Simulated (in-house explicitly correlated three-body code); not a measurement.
Computed with an exponentially correlated three-body code. Model: two electrons around a point charge, non-relativistic, variational in 260 exponentially correlated functions (energies converged to about 1e-7 hartree, or 1e-8 relative for large Z).

Command:
```bash
python run_hyl.py task.json out
```
Settings (lengths in bohr, energies in hartree):
```
Z                      1
nuclear_mass           206.7683
interaction_strength   1
functions              260
states_tried           1
```

Cost of the run: 2.5 s on 1 thread of Intel(R) Xeon(R) Platinum 8259CL CPU @ 2.50GHz (Skylake/Cascade Lake), on a shared host.

**Ground state only, binding against the one-electron ion.**

Given: nuclear charge 1; mass of the centre 206.77 electron masses.

Computed: one-electron threshold -0.497593473 hartree.

| term | energy (hartree) | binding (eV) |
| --- | --- | --- |
| 1 1S | -0.525054806 | 0.74726 |

**Converged states only, values per electron or pair.**

```
term  mean r (bohr)  mean r squared (bohr²)  mean inverse r (1/bohr)  mean r12 (bohr)  mean inverse r12 (1/bohr)  mean cosine  mean p1 dot p2 (bohr⁻²)  delta r1 (bohr⁻³)  delta r12 (bohr⁻³)
1 1S         2.7272                  12.074                  0.67965           4.4393                     0.3092     -0.10381                 0.031996            0.16215            0.002682
```
